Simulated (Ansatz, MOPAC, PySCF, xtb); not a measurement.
Complex: GeH4O2 (SMILES [OH][GeH2][OH]) (first 7 atoms) with CH4 (SMILES C); geometry from B3LYP-D3(BJ)/def2-TZVP, rigid monomers moved along the line of their centres of mass till H7···C8 is 3.55 Å.
(charge 0, multiplicity 1):
```xyz
12

O      1.0036    -0.9543    -0.0097
Ge    -0.4769     0.0225    -0.2424
O     -0.3037     1.5951     0.5834
H      1.7881    -0.5392    -0.3830
H     -0.6777     0.4025    -1.7147
H     -1.5773    -0.8407     0.3862
H     -0.1994     1.5004     1.5363
C      0.5544    -0.1841     4.5654
H      0.7266    -0.7254     5.4943
H      1.0238     0.7976     4.6377
H      0.9869    -0.7380     3.7334
H     -0.5205    -0.0725     4.4185
```

Monomers are frozen at their geometry in the pair; levels with a basis set take the counterpoise correction.

Correlated levels freeze the cores. Filled d and f shells under p-block atoms count as core. Rows in 6-31G* carry no dispersion term and start afresh at each structure (6-31G* with six Cartesian d functions); the Pople sets are all-electron and without relativity. The state reached by PM6 isn't checked.

Programs: Ansatz (Gaussian basis) for Hartree–Fock, density functionals and correlated methods; MOPAC for PM6 (differences of heats of formation); PySCF for 6-31G* rows, the dispersion terms; xtb for the GFN methods. Each number belongs to the level named beside it.

| level | interaction energy (kcal/mol) |
|---|---|
| PM6 | -0.25 |
| GFN1-xTB | -0.92 |
| GFN2-xTB | -1.06 |
| HF/6-31G* | -0.23 |
| PBE/def2-TZVPPD | -0.48 |
| r2SCAN-D3(BJ)/def2-TZVPPD | -0.79 |
| wB97M-V/def2-TZVPPD | (withheld) |
| MP2/aug-cc-pVDZ | -0.64 |
| CCSD(T)/aug-cc-pVDZ | -0.67 |

### Question
Some entries are withheld; supply them.

### Answer

- wB97M-V/def2-TZVPPD, interaction energy (kcal/mol): -0.71

Ansatz is a first-principles code.
